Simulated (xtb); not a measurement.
xtb input (GFN1-xTB):

```bash
xtb mol.xyz --gfn 1 --opt tight --chrg 0 --uhf 0
```
mol.xyz:
```
4

Ge    -0.30163006    -0.26910692    -0.03797258
O     -1.51466084    -1.35134318    -0.19068254
Cl    -0.30317526     1.74343749    -0.73241740
Cl     1.58373106    -0.60095708     0.89362816
```

Output:

```
           -------------------------------------------------
          |                Calculation Setup                |
           -------------------------------------------------

           -------------------------------------------------
          |                 G F N 1 - x T B                 |
           -------------------------------------------------

        Reference                      10.1021/acs.jctc.7b00118
      * Hamiltonian:
        H0-scaling (s, p, d)           1.850000    2.250000    2.000000
        zeta-weighting                 0.000000
      * Dispersion:
        s8                             2.400000
        a1                             0.630000
        a2                             5.000000
        s9                             0.000000
      * Repulsion:
        kExp                           1.500000
        rExp                           1.000000
      * Coulomb:
        alpha                          2.000000
        third order                    atomic
        anisotropic                    false
      * Halogen bond correction:
        rad-scale                      1.300000
        damping                        0.440000

          ...................................................
          :                      SETUP                      :
          :.................................................:
          :  # basis functions                  34          :
          :  # atomic orbitals                  31          :
          :  # shells                           11          :
          :  # electrons                        24          :
          :  # halogen bonds                     2          :
          :  max. iterations                   250          :
          :  Hamiltonian                  GFN1-xTB          :
          :  restarted?                      false          :
          :  GBSA solvation                  false          :
          :  PC potential                    false          :
          :  electronic temp.          300.0000000     K    :
          :  accuracy                    1.0000000          :
          :  -> integral cutoff          0.2500000E+02      :
          :  -> integral neglect         0.1000000E-07      :
          :  -> SCF convergence          0.1000000E-05 Eh   :
          :  -> wf. convergence          0.2000000E-04 e    :
          :  Broyden damping             0.4000000          :
          :  net charge                          0          :
          :  unpaired electrons                  0          :
          ...................................................

 iter      E             dE          RMSdq      gap      omega  full diag
   1    -14.7429725 -0.147430E+02  0.828E+00    4.63       0.0  T
   2    -14.5838605  0.159112E+00  0.654E+00    6.06       1.0  T
   3    -14.8446476 -0.260787E+00  0.379E+00    4.74       1.0  T
   4    -14.9363866 -0.917390E-01  0.243E+00    5.97       1.0  T
   5    -14.9727938 -0.364072E-01  0.377E-01    5.57       1.0  T
   6    -14.9733336 -0.539868E-03  0.145E-01    5.50       1.0  T
   7    -14.9734418 -0.108212E-03  0.893E-02    5.51       1.0  T
[...]
         :::::::::::::::::::::::::::::::::::::::::::::::::::::
         :: total energy             -14.949273580536 Eh    ::
         :: gradient norm              0.000036146386 Eh/a0 ::
         :: HOMO-LUMO gap              5.701856310036 eV    ::
         ::.................................................::
         :: SCC energy               -14.986763307019 Eh    ::
         :: -> electrostatic           0.065084216989 Eh    ::
         :: repulsion energy           0.039066363584 Eh    ::
         :: dispersion energy         -0.001576637101 Eh    ::
         :: halogen bond corr.         0.000000000000 Eh    ::
         :: add. restraining           0.000000000000 Eh    ::
         :: total charge              -0.000000000000 e     ::
         :::::::::::::::::::::::::::::::::::::::::::::::::::::

           -------------------------------------------------
          |                Property Printout                |
           -------------------------------------------------

    * Orbital Energies and Occupations

         #    Occupation            Energy/Eh            Energy/eV
      -------------------------------------------------------------
         1        2.0000           -0.9330269             -25.3890
         2        2.0000           -0.9324010             -25.3719
         3        2.0000           -0.7113041             -19.3556
         4        2.0000           -0.6078309             -16.5399
         5        2.0000           -0.5306697             -14.4403
         6        2.0000           -0.5216162             -14.1939
         7        2.0000           -0.5095135             -13.8646
         8        2.0000           -0.4978694             -13.5477
         9        2.0000           -0.4869143             -13.2496
        10        2.0000           -0.4841615             -13.1747
        11        2.0000           -0.4831099             -13.1461
        12        2.0000           -0.4660185             -12.6810 (HOMO)
        13                         -0.2564792              -6.9792 (LUMO)
        14                         -0.2469424              -6.7196
        15                         -0.1233204              -3.3557
        16                         -0.1229341              -3.3452
        17                         -0.1160699              -3.1584
        18                         -0.1160692              -3.1584
        19                         -0.0861104              -2.3432
        20                         -0.0695281              -1.8920
        21                         -0.0674664              -1.8359
        22                         -0.0652276              -1.7749
        23                         -0.0595598              -1.6207
       ...                                ...                  ...
        31                          0.3752514              10.2111
      -------------------------------------------------------------
                  HL-Gap            0.2095394 Eh            5.7019 eV
             Fermi-level           -0.3612488 Eh           -9.8301 eV

  Mulliken/CM5 charges         n(s)   n(p)   n(d)
     1Ge    0.59679  0.61119   1.161  1.410  0.832
     2O    -0.52199 -0.56790   1.725  4.797  0.000
     3Cl   -0.03740 -0.02165   1.935  5.112 -0.010
     4Cl   -0.03740 -0.02165   1.935  5.112 -0.010

Wiberg/Mayer (AO) data.
largest (>0.10) Wiberg bond orders for each atom

 ---------------------------------------------------------------------------
     #   Z sym  total        # sym  WBO       # sym  WBO       # sym  WBO
 ---------------------------------------------------------------------------
Note: The following floating-point exceptions are signalling: IEEE_UNDERFLOW_FLAG IEEE_DENORMAL
normal termination of xtb
     1  32 Ge   4.547 --     2 O    1.937     3 Cl   1.305     4 Cl   1.305
     2   8 O    2.165 --     1 Ge   1.937     4 Cl   0.114     3 Cl   0.114
     3  17 Cl   1.501 --     1 Ge   1.305     2 O    0.114
     4  17 Cl   1.501 --     1 Ge   1.305     2 O    0.114
 ---------------------------------------------------------------------------

Topologies differ in total number of bonds
Writing topology from bond orders to xtbtopo.mol

 dipole moment from electron density (au)
     X       Y       Z
   1.2170   1.0858   0.1532  total (Debye):    4.164

           -------------------------------------------------
          |                Geometry Summary                 |
           -------------------------------------------------

      molecular mass/u    :      159.5328302
   center of mass at/Å    :       -0.0040515      -0.0036146      -0.0005100
  moments of inertia/u·Å² :        0.1160647E+03   0.2123239E+03   0.3283886E+03
rotational constants/cm⁻¹ :        0.1452434E+00   0.7939583E-01   0.5133440E-01

 * 3 selected distances

     #   Z          #   Z                                           value/Å
     1  32 Ge       2   8 O                                       1.5979208 (min)
     1  32 Ge       3  17 Cl                                      2.0829995
     1  32 Ge       4  17 Cl                                      2.0829995 (max)

 * 2 distinct bonds (by element types)

   Z      Z             #   av. dist./Å        max./Å        min./Å
   8 O   32 Ge          1     1.5979208     1.5979208     1.5979208
  17 Cl  32 Ge          2     2.0829995     2.0829995     2.0829995

optimized geometry written to: xtbopt.xyz

           -------------------------------------------------
          | TOTAL ENERGY              -14.949273580536 Eh   |
          | GRADIENT NORM               0.000036146386 Eh/α |
          | HOMO-LUMO GAP               5.701856310036 eV   |
           -------------------------------------------------

------------------------------------------------------------------------
------------------------------------------------------------------------
 total:
 SCF:
 ANC optimizer:
```
